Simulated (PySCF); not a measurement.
B(F)(OH)(SH) (BFH2OS), SMILES OB(F)S.

Geometry optimised at B3LYP-D3(BJ)/def2-SVP. Other conformers were not sampled.

Level of theory: TDA-CAM-B3LYP/def2-SVPD run with PySCF.

Vertical excitations. Isolated molecule, no solvent. State labels are in the subgroup Cs.

```json
[
 {"state": "S1", "symmetry": "A\"", "energy (eV)": "6.50", "λ (nm)": "191", "f": "0.022", "main pairs": "HOMO→LUMO+1 44 %, HOMO→LUMO 40 %, HOMO→LUMO+3 10 %"},
 {"state": "S2", "symmetry": "A\"", "energy (eV)": "7.05", "λ (nm)": "176", "f": "0.028", "main pairs": "HOMO→LUMO 50 %, HOMO→LUMO+3 25 %, HOMO→LUMO+1 12 %"},
 {"state": "S3", "symmetry": "A'", "energy (eV)": "7.56", "λ (nm)": "164", "f": "0.183", "main pairs": "HOMO→LUMO+2 90 %"},
 {"state": "S4", "symmetry": "A\"", "energy (eV)": "7.97", "λ (nm)": "156", "f": "0.017", "main pairs": "HOMO→LUMO+3 55 %, HOMO→LUMO+1 35 %"},
 {"state": "S5", "symmetry": "A\"", "energy (eV)": "8.44", "λ (nm)": "147", "f": "0.022", "main pairs": "HOMO→LUMO+4 90 %"},
 {"state": "S6", "symmetry": "A'", "energy (eV)": "8.68", "λ (nm)": "143", "f": "0.066", "main pairs": "HOMO−1→LUMO 63 %, HOMO→LUMO+5 18 %, HOMO−1→LUMO+1 16 %"},
 {"state": "S7", "symmetry": "A\"", "energy (eV)": "8.82", "λ (nm)": "141", "f": "0.023", "main pairs": "HOMO→LUMO+6 44 %, HOMO−1→LUMO+2 41 %"},
 {"state": "S8", "symmetry": "A'", "energy (eV)": "8.83", "λ (nm)": "140", "f": "0.003", "main pairs": "HOMO→LUMO+5 77 %"},
 {"state": "S9", "symmetry": "A\"", "energy (eV)": "9.15", "λ (nm)": "136", "f": "0.025", "main pairs": "HOMO−1→LUMO+2 36 %, HOMO→LUMO+6 33 %, HOMO→LUMO+7 10 %, HOMO→LUMO+13 6 %"},
 {"state": "S10", "symmetry": "A\"", "energy (eV)": "9.39", "λ (nm)": "132", "f": "0.000", "main pairs": "HOMO−2→LUMO 72 %"},
 {"state": "T1", "symmetry": "A\"", "energy (eV)": "6.05", "λ (nm)": "205", "f": "0", "main pairs": "HOMO→LUMO+1 50 %, HOMO→LUMO 26 %, HOMO→LUMO+3 13 %"},
 {"state": "T2", "symmetry": "A'", "energy (eV)": "6.40", "λ (nm)": "194", "f": "0", "main pairs": "HOMO→LUMO+2 96 %"},
 {"state": "T3", "symmetry": "A\"", "energy (eV)": "6.78", "λ (nm)": "183", "f": "0", "main pairs": "HOMO→LUMO 58 %, HOMO→LUMO+3 22 %"},
 {"state": "T4", "symmetry": "A'", "energy (eV)": "7.77", "λ (nm)": "160", "f": "0", "main pairs": "HOMO−1→LUMO+1 47 %, HOMO−1→LUMO+3 21 %, HOMO−1→LUMO 11 %, HOMO−1→LUMO+6 7 %"}
]
```
Triplets are in the Tamm–Dancoff approximation.
